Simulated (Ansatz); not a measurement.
Coupled-cluster diagnostics for SiHI3, Ansatz.

Geometry of the singlet (r2SCAN-D4/def2-SVP):

```xyz
5

Si   -0.1128    0.0485   -0.1016
H    -1.1634    0.5022   -1.0456
I    -0.7863   -2.1244    0.7994
I     0.0713    1.7105    1.6846
I     1.9912   -0.1368   -1.3368
```

In the def2 sets I takes a core potential; there is no spin–orbit coupling. Correlated methods freeze 17 core orbitals; core or outer-core shells of I are correlated, in sets that lack core-valence functions.

Estimate the CCSD(T) correlation energy, the shares of MP2 and (T), T1 and the reference's ⟨S²⟩ for: charge 0, singlet, own geometry in def2-SVP; charge 1, doublet, vertical in def2-SVP; and the rough time on 4 threads of Intel Xeon on a shared host.


```json
{"state": "charge 0, singlet, own geometry", "basis": "def2-SVP", "correlation (eV)": "-13.323", "MP2 share (%)": "91.6", "(T) share (%)": "2.7", "T1": "0.007", "⟨S²⟩ (pure)": "0.00 (0.00)", "wall time": "36 s", "remarks": "–"}
{"state": "charge 1, doublet, vertical", "basis": "def2-SVP", "correlation (eV)": "-13.177", "MP2 share (%)": "88.7", "(T) share (%)": "3.6", "T1": "0.050", "⟨S²⟩ (pure)": "0.76 (0.75)", "wall time": "84 s", "remarks": "large T1"}
```
Customary marks for T1 are 0.02 (closed shells), 0.045 (open shells) and about 0.05 (3d metals). T1 exceeds 0.02 in 1 of 2 rows and 0.045 in 1; the higher it lies, the less the single-reference result can be trusted.
